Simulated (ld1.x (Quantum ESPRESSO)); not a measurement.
# u(r) = r·R(r): atom against pseudo-atom (Sn (Z = 50))

Columns: radius, all-electron u(r) and pseudo u(r) of the 5p shell (level -7.05 eV) of tin in the configuration [Kr] 4d10 5s2 5p1.5; LDA (PZ), scalar-relativistic, RRKJ scheme, ld1.x (Quantum ESPRESSO) 7.5.

| r (bohr) | all-electron | pseudo |
| --- | --- | --- |
| 0.100 | 0.0703 | -0.0018 |
| 0.200 | -0.1482 | -0.0071 |
| 0.300 | -0.1421 | -0.0159 |
| 0.400 | 0.0094 | -0.0282 |
| 0.500 | 0.1627 | -0.0439 |
| 0.600 | 0.2545 | -0.0630 |
| 0.700 | 0.2762 | -0.0857 |
| 0.800 | 0.2426 | -0.1120 |
| 0.900 | 0.1728 | -0.1421 |
| 1.000 | 0.0835 | -0.1760 |
| 1.100 | -0.0132 | -0.2136 |
| 1.200 | -0.1092 | -0.2545 |
| 1.300 | -0.1999 | -0.2981 |
| 1.400 | -0.2822 | -0.3436 |
| 1.500 | -0.3552 | -0.3898 |
| 1.600 | -0.4183 | -0.4353 |
| 1.700 | -0.4718 | -0.4785 |
| 1.800 | -0.5162 | -0.5180 |
| 1.900 | -0.5521 | -0.5523 |
| 2.000 | -0.5804 | -0.5804 |
| 2.100 | -0.6018 | -0.6018 |
| 2.200 | -0.6171 | -0.6171 |
| 2.300 | -0.6269 | -0.6269 |
| 2.400 | -0.6320 | -0.6320 |
| 2.500 | -0.6329 | -0.6329 |
| 2.600 | -0.6303 | -0.6303 |

Task: How many radial nodes do the two functions have?

Result: The all-electron 5p function has n − l − 1 = 3; the pseudo-wave has 0, since the states of the same l below it are removed with the core.

Task: At about which radius was the pseudo-wave matched?

Result: 2.00 bohr, where the columns begin to agree (steps of 0.10 bohr).

Task: Where does each function peak?

Result: Outermost all-electron maximum near 2.50 bohr, pseudo maximum near 2.50 bohr (to the table’s step).

Task: Is the pseudo-wave norm-conserving?

Result: Yes: the RRKJ scheme keeps the norm inside the radius equal to the all-electron one, which fixes the energy derivative of the logarithmic derivative at the level.
